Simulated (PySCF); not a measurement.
PBE on Pd⁺ (palladium, charge +1)

Configuration: [Kr] 4d8 5s1, high-spin 4F determinant (an excited configuration). Calculation: PySCF 2.14, in aug-cc-pVTZ-DK (9s8p6d3f2g, 102 functions); scalar relativity by spin-free X2C-1e.

| Quantity | Value |
| --- | --- |
| Total energy | -5044.31 hartree |
| One-electron energy | -6934.55 hartree |
| Hartree (Coulomb) energy | 2034.77 hartree |
| Exchange-correlation energy | -144.53 hartree |
| ⟨S²⟩ | 3.7506 |
| ⟨L²⟩ | 12.011 |
| Sum of ⟨r⟩ | 29.72 bohr |
| Sum of ⟨r²⟩ | 39.99 bohr² |
| Langevin diamagnetic susceptibility | -31.7 ×10⁻⁶ cm³/mol |

```
shell  electrons  mean orbital energy (eV)  spread (eV)  rms radius, mean of both spins (bohr)
 1s α          1                  -24140.1            0                                 0.0365
 1s β          1                  -24140.1            0                                 0.0365
 2s α          1                   -3539.8            0                                  0.150
 2s β          1                   -3539.5            0                                  0.150
 2p α          3                   -3177.1            0                                  0.133
 2p β          3                   -3176.8            0                                  0.133
 3s α          1                   -651.45            0                                  0.405
 3s β          1                   -651.25            0                                  0.405
 3p α          3                   -531.98            0                                  0.408
 3p β          3                   -531.75            0                                  0.408
 3d α          5                   -341.65        0.325                                  0.391
 3d β          5                   -341.32        0.039                                  0.391
 4s α          1                   -101.47            0                                   1.00
 4s β          1                   -99.877            0                                   1.00
 4p α          3                   -67.208            0                                   1.11
 4p β          3                   -65.523            0                                   1.11
 4d α          5                   -18.691        0.946                                   1.54
 4d β          3                   -17.229            0                                   1.54
 5s α          1                   -13.044            0                                   2.93
```

Densities and radii are taken from the X2C orbitals without a picture-change correction, which distorts them close to the nucleus.
